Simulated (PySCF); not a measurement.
OSr, SMILES [O]=[Sr].

Geometry: B3LYP-D3(BJ)/def2-TZVPD. The def2 effective core potentials stand for the cores of Sr; spin–orbit coupling is left out.

The numbers are results of TDA-B3LYP/def2-TZVPD run with PySCF, not measurements.

Vertical excitations; the highest root listed may be one member of a degenerate set. Isolated molecule, no solvent. State labels are in the subgroup C2v.

Computed UV-visible absorptions:
| state | symmetry | energy (eV) | λ (nm) | f | main pairs |
|---|---|---|---|---|---|
| S1 | B1 | 1.75 | 709 | 0.002 | HOMO−2→LUMO (degenerate set) |
| S2 | B2 | 1.75 | 709 | 0.002 | HOMO−1→LUMO (degenerate set) |
| S3 | A1 | 1.76 | 706 | 0.055 | HOMO→LUMO 93 % |
| S4 | B2 | 3.17 | 392 | 0.026 | HOMO→LUMO+2 (degenerate set) |
| S5 | B1 | 3.17 | 392 | 0.026 | HOMO→LUMO+1 (degenerate set) |
| S6 | A1 | 3.50 | 354 | 0.000 | HOMO−2→LUMO+1, HOMO−1→LUMO+2 (degenerate set) |
| S7 | A2 | 3.50 | 354 | 0.000 | HOMO−1→LUMO+1, HOMO−2→LUMO+2 (degenerate set) |
| S8 | A1 | 3.52 | 353 | 0.000 | HOMO−1→LUMO+2 43 %, HOMO−2→LUMO+1 43 %, HOMO→LUMO+3 13 % |
| S9 | A2 | 3.55 | 350 | 0.000 | HOMO−2→LUMO+2 50 %, HOMO−1→LUMO+1 50 % |
| S10 | A1 | 3.75 | 331 | 0.198 | HOMO→LUMO+3 76 % |
| T1 | A1 | 1.24 | 1001 | 0 | HOMO→LUMO 99 % |
| T2 | B2 | 1.65 | 752 | 0 | HOMO−1→LUMO (degenerate set) |
| T3 | B1 | 1.65 | 752 | 0 | HOMO−2→LUMO (degenerate set) |
| T4 | B2 | 3.16 | 393 | 0 | HOMO→LUMO+2 99 % |
Triplets are in the Tamm–Dancoff approximation.
